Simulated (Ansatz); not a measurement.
C2H6ClGa (`C[CH2][GaH][Cl]`), charge 0, multiplicity 1.

Question: Give a relaxed structure at PBE0-D4/def2-TZVP (Ansatz 0.2.0). (Estimate.)

Answer: Ansatz gave: 
```xyz
10

C    -0.150   -1.312    0.458
C    -0.372   -0.130   -0.478
Ga    0.557    1.524    0.024
Cl    0.224    3.207   -1.293
H    -0.695   -2.198    0.120
H    -0.485   -1.095    1.475
H     0.906   -1.588    0.521
H    -1.435    0.122   -0.556
H    -0.057   -0.367   -1.500
H     1.506    1.834    1.226
```
Point group Cs.
This is one stationary point; other conformers may exist.
